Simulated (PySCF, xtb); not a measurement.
Cr(O)2(F)2 anion (CrF2O2), SMILES [O]=[Cr](=[O])([F])[F] (connectivity only; charge and spin as stated), charge -1, multiplicity 2.

Harmonic wavenumbers (cm⁻¹) from GFN2-xTB run with xtb 6.7.1 at its own minimum, in rising order: 130, 209, 253, 294, 303, 413, 482, 872, 982.

**Question.** What does B3LYP-D3(BJ)/def2-SVPD in PySCF give at its own minimum? (Estimate from the structure and the level; the computed values follow.)

**Answer.** 204, 224, 264, 276, 362, 634, 640, 1011, 1024. Paired by order, the mean absolute difference is 82 cm⁻¹ and the zero-point energies are 5.6 and 6.6 kcal/mol.
